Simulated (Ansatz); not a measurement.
PN, closed-shell singlet (the spin of the measured ground state), most abundant isotopes (14.0031 and 30.9738 u). Constants from fifth-degree fits in 1/R to seven points on the lowest solution found; no spin–orbit coupling, no relativity up to Kr; ω_e x_e and α_e move by some per cent with the fit.

Frozen-core correlation.

The values were computed with Ansatz (a first-principles code) with Gaussian orbitals. 

Total energies (hartree; each atom in its lowest state at that level) and vibrational constants (cm⁻¹):

| level | E(PN) at r_e | E(N) | E(P) | ω_e | ω_e x_e |
|---|---|---|---|---|---|
| PBE/def2-TZVPP | -395.883069 | -54.532142 | -341.102992 | 1339 | 5.8 |
| B3LYP/def2-TZVPP | -396.115974 | -54.603975 | -341.280585 | 1404 | 5.8 |
| wB97M-V/def2-TZVPP | -396.068768 | -54.592608 | -341.241421 | 1461 | 5.3 |
| CCSD(T)/def2-QZVPP | -395.578142 | -54.525016 | -340.829047 | 1338 | 6.6 |

Q: Work out D_e and D₀ in eV.

A: 
D_e = E(N) + E(P) − E(molecule), times 27.2114 eV; D₀ = D_e − (ω_e/2 − ω_e x_e/4)/8065.54.
- PBE/def2-TZVPP: D_e = 6.747, zero point 0.083, D₀ = 6.664 eV
- B3LYP/def2-TZVPP: D_e = 6.297, zero point 0.087, D₀ = 6.210 eV
- wB97M-V/def2-TZVPP: D_e = 6.388, zero point 0.090, D₀ = 6.297 eV
- CCSD(T)/def2-QZVPP: D_e = 6.097, zero point 0.083, D₀ = 6.015 eV
No counterpoise correction is made.

Doubts at one or more of the structures used: a restricted determinant that unrestricted orbitals would lower (CCSD(T)/def2-QZVPP).
